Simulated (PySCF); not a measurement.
Zr(Cl)3(OH) (Cl3HOZr), SMILES [Cl][Zr]([Cl])([OH])[Cl], multiplicity 1. Heavy atoms are numbered as in [Zr:1]([Cl:2])([Cl:3])([Cl:4])[OH:5]. Hydrogens are named by the atom that carries them.

Coordinates come from a B3LYP-D3(BJ)/def2-SVP optimisation. The multiplicity is an assumed one; no other spin state was optimised. The isomer is the one that the SMILES or the coordinates give; other isomers of the formula were not compared. The def2 effective core potentials stand for the cores of Zr; spin–orbit coupling is left out. One conformer was computed; it need not be the lowest.

The numbers are results of M06-2X/def2-TZVP run with PySCF, not measurements.

ESP charges are fitted to the potential on shells at 1.4 to 2.0 van der Waals radii. Atomic charges (e), one atom of each kind:

| atom | ESP fit | Löwdin |
|---|---|---|
| Zr1 | 0.75 | ? |
| Cl2 | -0.20 | ? |
| O5 (OH) | -0.57 | ? |
| H on O5 | 0.43 | ? |

Task: Some entries are withheld; supply them. (The exact figures need the calculation; the answer reports its results.)

Result: 
- Zr1, Löwdin: -0.13
- Cl2, Löwdin: 0.08
- O5 (OH), Löwdin: -0.29
- H on O5, Löwdin: 0.19
